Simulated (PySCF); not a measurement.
PySCF job for methylselanylethene (C3H6Se), SMILES C=C[Se]C, PBE-D3(BJ)/def2-SVP. Geometry optimised at PBE-D3(BJ)/def2-SVP. The values are those of a single conformer.

```python
import numpy as np
from pyscf import gto, scf, dft, df
from pyscf.hessian import thermo

mol = gto.M(
    atom='''
    C     2.21618647   -0.98482097   -0.34297329
    C     0.95350399   -0.93574500    0.12193351
    Se   -0.20942885    0.56131144   -0.05425075
    C    -1.88513822   -0.36659122    0.36683542
    H     2.66744595   -0.16099231   -0.91884128
    H     2.84566699   -1.86652070   -0.14589255
    H     0.52149161   -1.77686057    0.69201558
    H    -2.12810408   -1.11262481   -0.41241030
    H    -2.67631002    0.40588733    0.39524661
    H    -1.81692273   -0.85053502    1.35963340
    ''',
    basis='def2-SVP',
    charge=0,
    spin=0,
    max_memory=1600,
    verbose=3,
)
mf = dft.RKS(mol, xc='pbe').density_fit(auxbasis='def2-universal-jkfit')
mf.disp = 'd3bj'
mf.grids.level = 3
mf.conv_tol = 1e-11
mf.max_cycle = 100
mf.kernel()

# [left out here: the lines that compute and print the analytic Hessian (its translational invariance restored by hand, since the grid's response is missing), thermochemistry and intensities]
```

Program output:

```
converged SCF energy = -2518.55092606399

WARN: DFTD3 does not support analytical Hessian, using finite difference


WARN: Mole.unit (angstrom) is changed to Bohr

Mode                                 0                   1                   2
Irrep
Freq [cm^-1]                       49.0104            122.0793            175.1060
Reduced mass [au]                   1.8912              1.0401              2.8645
Force const [Dyne/A]                0.0027              0.0091              0.0517
Char temp [K]                      70.5150            175.6449            251.9386
Normal mode                   x     y     z       x     y     z       x     y     z
       0   C                -0.05 -0.04 -0.10   -0.01 -0.01 -0.03    0.02  0.11 -0.03
       1   C                 0.03  0.04  0.12   -0.01 -0.01 -0.02    0.04 -0.01  0.02
       2  Se                 0.00  0.01  0.01    0.00  0.00  0.01    0.01 -0.05  0.01
       3   C                -0.00 -0.04 -0.09    0.00 -0.01 -0.01   -0.09  0.14 -0.02
       4   H                -0.18 -0.18 -0.39   -0.00  0.01  0.00   -0.10  0.15 -0.08
       5   H                 0.01  0.03  0.02   -0.02 -0.02 -0.07    0.14  0.19 -0.04
       6   H                 0.16  0.18  0.41   -0.01 -0.02 -0.05    0.13 -0.03  0.07
       7   H                 0.04 -0.01 -0.12    0.31 -0.38  0.24   -0.17  0.14  0.00
       8   H                -0.02 -0.05 -0.08   -0.10 -0.09 -0.59    0.01  0.25 -0.08
       9   H                -0.02 -0.08 -0.10   -0.23  0.43  0.22   -0.20  0.17  0.01
Mode                                 3                   4                   5
Irrep
Freq [cm^-1]                      344.3940            544.8058            588.3162
Reduced mass [au]                   3.3419              1.5088              4.4042
Force const [Dyne/A]                0.2335              0.2639              0.8981
Char temp [K]                     495.5063            783.8542            846.4560
Normal mode                   x     y     z       x     y     z       x     y     z
       0   C                 0.14 -0.10 -0.01   -0.01 -0.01 -0.04    0.03 -0.01 -0.00
       1   C                 0.12  0.06 -0.05    0.06  0.04  0.15    0.03 -0.10  0.02
       2  Se                -0.03  0.00  0.01   -0.01 -0.00 -0.01    0.02  0.03 -0.01
       3   C                -0.05  0.03 -0.00    0.00  0.00 -0.01   -0.18 -0.09  0.04
       4   H                 0.31 -0.22 -0.05    0.07  0.17  0.28   -0.09  0.06  0.00
       5   H                -0.01 -0.19  0.09   -0.17 -0.25 -0.59    0.16  0.06 -0.07
       6   H                 0.11  0.08 -0.02   -0.09 -0.15 -0.24    0.04 -0.10  0.03
       7   H                -0.09  0.04 -0.00   -0.02  0.02 -0.02   -0.12 -0.10  0.03
       8   H                 0.00  0.09 -0.04    0.02  0.02  0.01   -0.22 -0.12  0.06
       9   H                -0.12  0.04  0.01   -0.01 -0.01 -0.01   -0.11 -0.09  0.04
Mode                                 6                   7                   8
Irrep
Freq [cm^-1]                      600.5565            842.7249            873.7651
Reduced mass [au]                   3.9048              1.3795              1.1575
Force const [Dyne/A]                0.8298              0.5772              0.5207
Char temp [K]                     864.0672           1212.4934           1257.1535
Normal mode                   x     y     z       x     y     z       x     y     z
       0   C                -0.05  0.03  0.00    0.05  0.06  0.12   -0.00 -0.00  0.00
       1   C                -0.05  0.18 -0.03   -0.02 -0.02 -0.05   -0.00 -0.00 -0.01
       2  Se                 0.04 -0.02 -0.00    0.00  0.00  0.00   -0.00  0.00 -0.01
       3   C                -0.11 -0.05  0.03    0.00 -0.00  0.00    0.02  0.00  0.10
       4   H                 0.17 -0.08  0.02   -0.19 -0.24 -0.49   -0.01  0.03  0.05
       5   H                -0.28 -0.11  0.07   -0.19 -0.25 -0.51    0.02  0.01 -0.02
       6   H                -0.08  0.17 -0.07    0.03  0.04  0.08    0.00  0.04  0.06
       7   H                -0.10 -0.05  0.01   -0.01  0.01 -0.00    0.40  0.31 -0.31
       8   H                -0.08 -0.02  0.01    0.01  0.01 -0.01    0.02  0.01 -0.22
       9   H                -0.11 -0.05  0.03   -0.02 -0.01  0.00   -0.55 -0.36 -0.03
Mode                                 9                  10                  11
Irrep
Freq [cm^-1]                      882.6965            943.3024            979.4329
Reduced mass [au]                   1.2108              1.0788              1.2997
Force const [Dyne/A]                0.5558              0.5656              0.7346
Char temp [K]                    1270.0038           1357.2022           1409.1858
Normal mode                   x     y     z       x     y     z       x     y     z
       0   C                -0.01 -0.02  0.01   -0.01  0.02 -0.01    0.03 -0.09  0.03
       1   C                -0.00  0.00 -0.01   -0.02 -0.04 -0.05   -0.00  0.08 -0.05
       2  Se                 0.00  0.01 -0.00    0.00  0.00 -0.00    0.00 -0.01  0.00
       3   C                 0.04 -0.11 -0.00    0.00 -0.01 -0.01   -0.02  0.02 -0.01
       4   H                -0.12  0.06  0.02    0.24  0.17  0.42   -0.37  0.22  0.15
       5   H                 0.11  0.06 -0.02   -0.18 -0.15 -0.21    0.40  0.11 -0.29
       6   H                -0.11  0.07  0.01    0.35  0.22  0.62   -0.32  0.37  0.13
       7   H                -0.47 -0.01  0.05   -0.05 -0.03  0.03    0.08 -0.02  0.01
       8   H                 0.51  0.38 -0.11    0.03  0.02  0.02   -0.11 -0.07  0.04
       9   H                -0.33  0.07  0.11    0.02  0.03  0.01    0.10  0.01 -0.02
Mode                                12                  13                  14
Irrep
Freq [cm^-1]                     1216.8399           1248.7922           1344.2220
Reduced mass [au]                   1.2366              1.1762              1.1605
Force const [Dyne/A]                1.0788              1.0807              1.2355
Char temp [K]                    1750.7617           1796.7339           1934.0362
Normal mode                   x     y     z       x     y     z       x     y     z
       0   C                 0.04  0.07 -0.05    0.02  0.03 -0.02   -0.00 -0.00  0.00
       1   C                 0.01 -0.08  0.03   -0.00 -0.03  0.01   -0.10  0.02  0.03
       2  Se                -0.00 -0.00  0.00   -0.00 -0.00  0.00    0.00 -0.00 -0.00
       3   C                 0.03  0.02 -0.01   -0.09 -0.05  0.02    0.00 -0.00 -0.00
       4   H                 0.27 -0.07 -0.06    0.12 -0.03 -0.03    0.55 -0.32 -0.06
       5   H                -0.12 -0.03  0.05   -0.04 -0.01  0.01    0.51  0.26 -0.33
       6   H                -0.67  0.34  0.13   -0.25  0.12  0.05    0.07 -0.09  0.01
       7   H                -0.15 -0.03  0.08    0.41  0.09 -0.24   -0.02  0.00  0.00
       8   H                -0.14 -0.15  0.06    0.34  0.37 -0.12    0.00 -0.01 -0.00
       9   H                -0.18 -0.03 -0.01    0.47  0.13  0.05   -0.02  0.00  0.00
Mode                                15                  16                  17
Irrep
Freq [cm^-1]                     1386.4088           1398.8710           1604.3405
Reduced mass [au]                   1.0532              1.0538              4.8925
Force const [Dyne/A]                1.1928              1.2149              7.4194
Char temp [K]                    1994.7336           2012.6639           2308.2888
Normal mode                   x     y     z       x     y     z       x     y     z
       0   C                -0.00 -0.00  0.00   -0.00  0.00 -0.00   -0.18  0.01  0.06
       1   C                -0.00  0.00 -0.00    0.00 -0.00  0.00    0.18 -0.02 -0.06
       2  Se                -0.00 -0.00 -0.00   -0.00  0.00 -0.00   -0.00 -0.00  0.00
       3   C                -0.01 -0.02 -0.06   -0.03  0.05 -0.02   -0.00  0.00 -0.00
       4   H                -0.01 -0.00 -0.00    0.01 -0.01 -0.00    0.13 -0.20  0.05
       5   H                 0.00  0.00  0.00    0.00  0.00  0.00    0.08  0.18 -0.11
       6   H                 0.01 -0.01 -0.01   -0.01 -0.00 -0.00   -0.03  0.13 -0.05
       7   H                 0.38 -0.10 -0.08    0.23 -0.50  0.42    0.01  0.00 -0.01
       8   H                 0.08  0.04  0.69    0.22  0.28  0.08   -0.01 -0.01  0.00
       9   H                -0.38  0.35  0.16   -0.07 -0.51 -0.27    0.02  0.01  0.00
Mode                                18                  19                  20
Irrep
Freq [cm^-1]                     2986.9499           3072.5033           3092.3996
Reduced mass [au]                   1.0296              1.0576              1.0954
Force const [Dyne/A]                5.4124              5.8824              6.1720
Char temp [K]                    4297.5559           4420.6482           4449.2745
Normal mode                   x     y     z       x     y     z       x     y     z
       0   C                -0.00  0.00 -0.00   -0.06  0.00  0.02    0.03  0.01 -0.01
       1   C                -0.00 -0.00  0.00   -0.01 -0.02  0.01   -0.04 -0.06  0.04
       2  Se                 0.00  0.00 -0.00   -0.00 -0.00  0.00   -0.00  0.00  0.00
       3   C                -0.04 -0.02  0.01    0.00  0.00  0.00    0.00  0.00  0.01
       4   H                 0.00  0.00 -0.00    0.26  0.49 -0.34   -0.12 -0.22  0.15
       5   H                 0.00 -0.00  0.00    0.35 -0.52  0.12   -0.09  0.13 -0.03
       6   H                 0.00  0.01 -0.01    0.13  0.25 -0.17    0.35  0.67 -0.46
       7   H                 0.11  0.38  0.41   -0.00 -0.01 -0.01   -0.02 -0.07 -0.07
       8   H                 0.37 -0.37 -0.01    0.00 -0.00  0.00    0.02 -0.01  0.00
       9   H                -0.06  0.26 -0.55    0.00  0.00 -0.01   -0.00  0.03 -0.06
Mode                                21                  22                  23
Irrep
Freq [cm^-1]                     3101.4367           3108.3511           3171.7987
Reduced mass [au]                   1.1088              1.1066              1.1173
Force const [Dyne/A]                6.2836              6.2994              6.6226
Char temp [K]                    4462.2769           4472.2251           4563.5122
Normal mode                   x     y     z       x     y     z       x     y     z
       0   C                -0.00 -0.00  0.00   -0.00 -0.00  0.00   -0.01  0.09 -0.04
       1   C                 0.00  0.01 -0.00    0.00  0.00 -0.00    0.00  0.01 -0.00
       2  Se                 0.00 -0.00 -0.00   -0.00 -0.00 -0.00    0.00 -0.00 -0.00
       3   C                 0.03 -0.01  0.08   -0.04  0.08  0.03    0.00  0.00  0.00
       4   H                 0.01  0.02 -0.01    0.01  0.01 -0.01   -0.26 -0.47  0.33
       5   H                 0.00 -0.00  0.00    0.00 -0.00  0.00    0.40 -0.55  0.12
       6   H                -0.04 -0.07  0.05   -0.03 -0.05  0.04   -0.03 -0.07  0.04
       7   H                -0.10 -0.35 -0.36   -0.12 -0.37 -0.40   -0.00 -0.00 -0.00
       8   H                -0.20  0.20  0.02    0.53 -0.53 -0.01    0.00 -0.00  0.00
       9   H                -0.06  0.32 -0.66    0.00 -0.04  0.11   -0.00  0.00 -0.00
temperature 298.1500 [K]
pressure 101325.00 [Pa]
Rotational constants [GHz] 11.20977 3.01730 2.43256
Symmetry number 1
Zero-point energy (ZPE) 0.07673 [Eh]   201445.776 [J/mol]
                           tot       elec      trans        rot        vib
Entropy [J/mol/K]       334.165      0.000    168.563    107.828     57.774
Cv [J/mol/K]             82.938      0.000     12.472     12.472     57.995
Cp [J/mol/K]             91.253      0.000     20.786     12.472     57.995
Internal energy [J/mol]                      3718.434   3718.434 210227.562
Internal energy [Eh]   -2518.46802  -2518.55093
Enthalpy [J/mol]                             6197.391   3718.434 210227.562
Enthalpy [Eh]          -2518.46708
Gibbs free energy [J/mol]                  -44059.606 -28430.607 193002.263
Gibbs free energy [Eh] -2518.50503
mode   freq/cm-1   IR/(km/mol)
   1       49.01         1.009
   2      122.08         0.192
   3      175.11         0.208
   4      344.39         0.969
   5      544.81        15.896
   6      588.32         3.599
   7      600.56         5.506
   8      842.72        32.078
   9      873.77         4.148
  10      882.70         8.499
  11      943.30        27.020
  12      979.43         6.954
  13     1216.84        12.241
  14     1248.79         2.598
  15     1344.22         6.744
  16     1386.41         8.450
  17     1398.87        13.123
  18     1604.34        55.435
  19     2986.95        16.738
  20     3072.50         2.574
  21     3092.40         2.893
  22     3101.44         2.527
  23     3108.35         1.727
  24     3171.80         2.913
max |gradient| / (hartree/bohr): 3.8381741042176336e-05
APT charges: [-0.2432  0.1622 -0.0433  0.0216  0.0461  0.0406  0.0117 -0.0106  0.0235
 -0.0085]
```

Self-consistency was reached.

Cost: about 2.6 core-minutes (a rough figure).
